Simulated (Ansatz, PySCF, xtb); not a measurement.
Dissociation curve of GeH, doublet. Each curve is given relative to its own lowest point near equilibrium.

```csv
R / Å,A,B,C
1.19,52.4,51.1,46.8
1.30,24.0,22.6,15.7
1.38,11.8,10.7,5.6
1.43,6.8,5.9,2.3
1.52,1.6,1.2,0.0
1.58,0.2,0.1,0.3
1.60,0.0,0.0,0.6
1.65,0.0,0.3,1.8
1.68,0.4,0.8,2.7
1.77,2.5,3.4,6.5
1.85,5.4,6.6,10.6
1.96,10.5,11.9,16.8
2.14,20.1,21.8,27.2
2.42,35.5,37.2,42.5
2.64,46.6,47.4,53.4
2.87,56.2,55.3,63.4
3.24,66.0,62.1,76.5
3.56,70.4,64.4,85.3
3.91,73.1,65.3,92.7
4.35,74.8,65.8,—
4.86,75.5,66.0,—
5.69,75.8,66.0,—
6.49,75.9,66.1,—
```

Energies in kcal/mol.

Match the curves with the methods GFN1-xTB (xtb); CCSD on UHF/aug-cc-pVTZ, cores with 3d frozen run with Ansatz (a first-principles code); unrestricted LDA (SVWN5)/6-31G*, spherical d in PySCF.

A is UKS-LDA (SVWN5)/6-31G*; B is UCCSD; C is GFN1-xTB.

Dashes: no converged value, or the column stops at the first point that the program doubted or that broke a chosen test of continuity, which isn't proof of a fault.

The unrestricted determinant behind UKS-LDA (SVWN5)/6-31G* is spin-contaminated at 2.87 to 6.49 Å (<S²> up to 1.8, against 0.75 for a pure doublet). The unrestricted determinant behind UCCSD is spin-contaminated at 2.14 to 6.49 Å (<S²> up to 1.8, against 0.75 for a pure doublet).
